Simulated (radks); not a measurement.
Values are calculated unless marked as measured or tabulated.
Valence configurations of the tellurium ion Te2+ (all share [Kr]). Level of theory: scalar-relativistic Kohn-Sham, r2SCAN, spin-polarised, spherical densities, finite nucleus; open shells are filled with parallel spins first (spin-orbit coupling, left out, can overturn this in heavy ions); meta-GGA in the generalised Kohn-Sham scheme; Fermi nuclear charge, rms radius 4.7423 fm (a radial shooting solver on a logarithmic mesh with Libxc functionals). Energies are relative to 4d10 5s2 5p2; eigenvalues in eV for spin up.

[
 {"valence": "4d10 5s2 5p2", "E (eV)": "0.000", "moment (Bohr magnetons)": "2", "e(4d)": "-62.094", "e(5p)": "-23.416", "e(5s)": "-34.163"},
 {"valence": "4d10 5s1 5p3", "E (eV)": "6.830", "moment (Bohr magnetons)": "4", "e(4d)": "-63.291", "e(5p)": "-24.662", "e(5s)": "-35.660"},
 {"valence": "4d9 5s2 5p3", "E (eV)": "40.235", "moment (Bohr magnetons)": "4", "e(4d)": "-69.488", "e(5p)": "-25.657", "e(5s)": "-37.161"},
 {"valence": "4d10 5p4", "E (eV)": "21.624", "moment (Bohr magnetons)": "2", "e(4d)": "-64.803", "e(5p)": "-24.702", "e(5s)": "-"},
 {"valence": "4d9.5 5s2 5p2.5", "E (eV)": "19.658", "moment (Bohr magnetons)": "3", "e(4d)": "-65.799", "e(5p)": "-24.564", "e(5s)": "-35.693"},
 {"valence": "4d9.5 5s1 5p3.5", "E (eV)": "28.732", "moment (Bohr magnetons)": "4", "e(4d)": "-67.111", "e(5p)": "-25.537", "e(5s)": "-36.913"},
 {"valence": "4d10 5s1.5 5p2.5", "E (eV)": "3.788", "moment (Bohr magnetons)": "3", "e(4d)": "-62.724", "e(5p)": "-24.100", "e(5s)": "-34.976"},
 {"valence": "4d8 5s2 5p4", "E (eV)": "87.709", "moment (Bohr magnetons)": "4", "e(4d)": "-76.999", "e(5p)": "-27.136", "e(5s)": "-39.363"},
 {"valence": "4d8 5s1 5p5", "E (eV)": "99.529", "moment (Bohr magnetons)": "4", "e(4d)": "-78.326", "e(5p)": "-27.763", "e(5s)": "-40.214"},
 {"valence": "4d7.5 5s1.5 5p5", "E (eV)": "118.81", "moment (Bohr magnetons)": "4", "e(4d)": "-81.366", "e(5p)": "-28.145", "e(5s)": "-40.828"}
]

NIST lists [Kr] 4d10 5s2 5p2 as the ground configuration; this level of theory agrees among the configurations tried. The energies are those of spherical high-spin densities, not of single terms.
